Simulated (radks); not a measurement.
The numbers below are computed, except where a source is named.
Valence configurations of the sulfur ion S2+ (all share [Ne]). Code: a radial shooting solver on a logarithmic mesh with Libxc functionals. Model: non-relativistic Kohn-Sham, PBEsol, spin-polarised, spherical densities, point nucleus; open shells are filled with parallel spins first. Energies are relative to 3s2 3p2; eigenvalues in eV for spin up.

valence      E (eV)  moment (Bohr magnetons)    e(3p)    e(3s)
3s2 3p2       0.000                        2  -28.952  -40.240
3p4          22.573                        2  -30.033        -
3s1 3p3       6.984                        4  -30.105  -41.544
3s1.5 3p2.5   3.897                        3  -29.580  -40.942
3s0.5 3p3.5  15.181                        3  -30.130  -41.557

NIST lists [Ne] 3s2 3p2 as the ground configuration; this level of theory agrees among the configurations tried. The energies are those of spherical high-spin densities, not of single terms.
